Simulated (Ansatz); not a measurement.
Computed with Ansatz on PBE0-D4/def2-TZVP structures; ΔE is electronic, products minus reactants. CBS: MP2 limit from def2 TZ/QZ plus the TZ coupled-cluster correction, frozen cores. Functionals use def2-TZVPP. One conformer a species, not always the lowest.

Reaction (formal exchange of groups at the Si–C bond): `C=C[SiH](F)S[SiH2]Cl` + `COCCCl` → `CO[SiH](F)S[SiH2]Cl` + `C=CCCCl`

`C=C[SiH](F)S[SiH2]Cl`:

Z-matrix (Å, degrees):
```
Si
C 1 1.842
S 1 2.132 2 112.3
F 1 1.599 2 107.4 3 121.1
H 1 1.479 2 114.3 3 -119.2
C 2 1.331 1 122.2 3 -120.5
H 2 1.088 1 118.6 3 58.3
Si 3 2.126 1 99.6 2 43.4
H 6 1.086 2 121.6 1 -0.5
H 6 1.086 2 121.9 1 179.3
Cl 8 2.054 3 112.1 1 -86.6
H 8 1.478 3 111.2 1 34.0
H 8 1.478 3 106.4 1 156.3
```

`COCCCl`:

Cartesian coordinates in Å:
```
C -0.242 1.652 -0.428
O 0.847 0.810 -0.150
C 0.520 -0.307 0.633
C -0.057 -1.427 -0.212
Cl -0.420 -2.834 0.815
H -0.717 2.006 0.497
H -1.005 1.164 -1.047
H 0.147 2.511 -0.975
H -0.186 -0.041 1.431
H 1.444 -0.651 1.104
H 0.657 -1.745 -0.970
H -0.989 -1.137 -0.696
```

`CO[SiH](F)S[SiH2]Cl`:

Z-matrix (Å, degrees):
```
C
O 1 1.414
H 1 1.093 2 111.0
H 1 1.090 2 107.8 3 119.3
H 1 1.094 2 111.1 3 -121.6
Si 2 1.614 1 127.7 3 64.5
S 6 2.132 2 109.0 1 49.5
F 6 1.594 2 110.6 1 -69.1
H 6 1.470 2 108.5 1 173.0
Si 7 2.125 6 97.6 2 165.8
Cl 10 2.051 7 111.7 6 -88.2
H 10 1.479 7 110.4 6 31.1
H 10 1.477 7 107.2 6 153.7
```

`C=CCCCl`:

```xyz
12

C    -0.585   -0.123   -1.926
C     0.279    0.005   -0.930
C     0.095   -0.585    0.428
C     0.066    0.444    1.541
Cl    1.631    1.292    1.714
H    -0.404    0.328   -2.895
H    -1.506   -0.688   -1.811
H     1.191    0.578   -1.082
H     0.898   -1.300    0.639
H    -0.849   -1.139    0.465
H    -0.683    1.212    1.353
H    -0.134   -0.025    2.504
```

```
         level  ΔE (kJ/mol)
           PBE       -136.8
CCSD/CBS(def2)       -150.1
```

(1) What does CCSD(T)/CBS give? (An estimate is asked.)

Largest T1 diagnostic among the species: 0.011.

Results:

(1) Ansatz gave: -147.5 kJ/mol. The listed levels differ from it by 10.7, -2.6 kJ/mol.

From PBE to PBE0 (25 % exact exchange), in def2-TZVPP and without D4, ΔE moves by −5.2 kJ/mol. The D4 term adds +3.9 kJ/mol with B3LYP and +2.5 kJ/mol with PBE0; it sums over pairs of atoms, weighted by their polarisabilities, and B3LYP, whose exchange is more repulsive, gets the larger term.

B3LYP here is the variant with VWN-RPA as its local correlation; programs differ in this.
